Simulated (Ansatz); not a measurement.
Consider the ligand exchange at a B–Cl bond: `NBCl` + silanol → `NBO[SiH3]` + HCl.

Isolated molecules relaxed with PBE0-D4/def2-TZVP in Ansatz; ΔE leaves out vibrations. CCSD(T)/CBS is the MP2 limit (def2-TZVPP, def2-QZVPP) plus CCSD(T) − MP2 in def2-TZVPP, frozen cores. This one scheme is used for every species. DFT in def2-TZVPP. One conformer a species, not always the lowest.

`NBCl`:

```xyz
6

N    -0.109   -0.508   -0.561
B    -0.056    0.459    0.425
Cl    1.415    0.648    1.389
H    -0.926   -0.648   -1.130
H     0.658   -1.126   -0.768
H    -0.982    1.175    0.645
```

`O[SiH3]`:

```xyz
6

O     0.041   -0.220   -1.262
Si    0.128   -0.031    0.373
H    -0.681    0.205   -1.724
H     0.270    1.401    0.754
H     1.325   -0.788    0.806
H    -1.083   -0.567    1.053
```

`NBO[SiH3]`:

Z-matrix (Å, degrees):
```
Si
O 1 1.641
H 1 1.487 2 110.8
H 1 1.485 2 108.9 3 120.6
H 1 1.485 2 108.9 3 -120.6
B 2 1.370 1 132.6 3 0.2
N 6 1.395 2 119.4 1 179.9
H 6 1.202 2 120.9 1 -0.1
H 7 1.003 6 122.6 2 -180.0
H 7 1.006 6 122.7 2 0.0
```

HCl:

Z-matrix (Å, degrees):
```
Cl
H 1 1.279
```

```tsv
level	ΔE (kJ/mol)
PBE0-D4	-26.4
BHLYP	-34.5
CCSD/def2-SVP	-38.6
CCSD(T)/def2-SVP	-38.2
```

Question: What does CCSD(T)/CBS give? (An estimate is asked.)

Answer: The calculation gave: -30.3 kJ/mol. The listed levels differ from it by 3.9, -4.2, -8.3, -7.9 kJ/mol.

Question: What do rigid-rotor, harmonic-oscillator terms from PBE0-D4/def2-TZVP frequencies (298.15 K, 1 bar) make of the CCSD(T)/CBS value? (Estimate.)

Answer: Computed: ΔZPE = -7.3 kJ/mol, ΔH = -35.0 kJ/mol, ΔS = -13 J/(mol·K), ΔG = -31.1 kJ/mol.

Largest T1 diagnostic among the species: 0.012.

From BLYP to BHLYP (50 % exact exchange), in def2-TZVPP and without D4, ΔE moves by −5.9 kJ/mol. In def2-TZVPP, CCSD(T) changes the Hartree–Fock value by +5.8 kJ/mol (the triples alone add +1.6 kJ/mol) and MP2 by +10.0 kJ/mol. At CCSD(T), def2-SVP lies −7.9 kJ/mol from the extrapolated value and def2-TZVPP −1.8 kJ/mol.
